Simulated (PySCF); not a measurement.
# Exact mass, isotope pattern and composition

Species: `[I][Cr][I]` [quintet].

Calculated from isotope tables alone.

What are the average molar mass and the monoisotopic mass?

For CrI2, with standard atomic weights, 1 × 51.996 + 2 × 126.904 = 305.804 g/mol. From the most abundant isotopes (52Cr, 127I), 1 × 51.940508 + 2 × 126.904473 = 305.7495 u.

What cluster does the singly charged cation M+ show when like nominal masses merge?

```tsv
nominal mass	m/z (centroid)	relative intensity
304	303.7544	5.2
306	305.7489	100.0
307	306.7490	11.3
308	307.7473	2.8
```

Lines under 0.1 % of the tallest are left out. One electron mass, 0.00055 u, is taken off. Abundances used (%; other tables differ somewhat): 50Cr 4.345, 52Cr 83.789, 53Cr 9.501, 54Cr 2.365.

Resolve the fine structure: one atom at a time replaced by a minor isotope.

Intensity in % of the monoisotopic species:

| isotope | mass shift (u) | m/z | intensity (%) |
| --- | --- | --- | --- |
| 50Cr | -1.99446 | 303.7544 | 5.19 |
| 53Cr | +1.00014 | 306.7490 | 11.34 |
| 54Cr | +1.99837 | 307.7473 | 2.82 |

Species under 0.02 % are left out.

What share of all molecules is the monoisotopic species?

0.83789 × 1^2 = 83.79 %.

Protons, neutrons, electrons, and exact less nominal mass of the monoisotopic species?

130 protons, 176 neutrons and 130 electrons; 305.7495 − 306 = -0.2505 u.

Elemental analysis, calculated?

Cr 17.00 %, I 83.00 %.
